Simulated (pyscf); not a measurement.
PySCF, gas phase, ωB97X-D3(BJ)/def2-SVP geometries. Correlated levels are frozen-core, on RHF or UHF. ΔMP2 is the change of the MP2 total energy from the triple- to the quadruple-zeta basis. Singlets are restricted, triplets unrestricted.

Singlet (Å):
```xyz
5

O     -1.5239     1.0037     0.1565
Sn    -1.0571    -0.3317     1.5634
O     -0.7476    -1.8921     0.3592
H     -1.5289     0.7086    -0.7623
H     -0.8544    -1.7579    -0.5905
```

Triplet (Å):
```xyz
5

O     -0.6653     1.7471    -0.6182
Sn     1.0434     0.6732    -0.5887
O      0.8607    -1.2843    -0.1327
H     -0.7640     2.1939     0.2351
H      0.8263    -1.7910    -0.9570
```

Task: For these two minima of HO–Sn:–OH, which spin state lies lower at CCSD(T)/def2-TZVPP + ΔMP2(QZVPP), and by how much (electronic energies)?

Result: The singlet, by 294.4 kJ/mol. Zero-point energy shifts E(triplet) − E(singlet) by +0.2 kJ/mol. Other isomers of HO–Sn:–OH [singlet] were not searched in full and may lie lower. 

E(triplet) − E(singlet) by level (kJ/mol):

```tsv
level	gap
ωB97X-D3(BJ)/def2-TZVP	+293.9
PBE/def2-TZVP	+269.3
r²SCAN/def2-TZVP	+262.3
B3LYP-D3(BJ)/def2-TZVP	+285.0
PBE0-D3(BJ)/def2-TZVP	+270.7
M06-2X/def2-TZVP	+263.6
ωB97M-D3(BJ)/def2-TZVP	+290.0
HF/def2-TZVP	+225.6
MP2/def2-QZVPP	+309.6
CCSD/def2-TZVPP	+283.3
CCSD(T)/def2-TZVPP	+283.3
CCSD(T)/def2-TZVPP + ΔMP2(QZVPP)	+294.4
```

The triplet is the lowest one reached from the SCF start used. The CCSD(T) − MP2 part came from Ansatz, without density fitting, on the same reference. The frozen core leaves the outer d or s,p core shells of the metals and heavy elements correlated in the MP2 and CC values, and def2-TZVPP describes them poorly, which can shift differences by a few kcal/mol. Elements past Kr carry the def2 core potentials, without spin-orbit coupling.
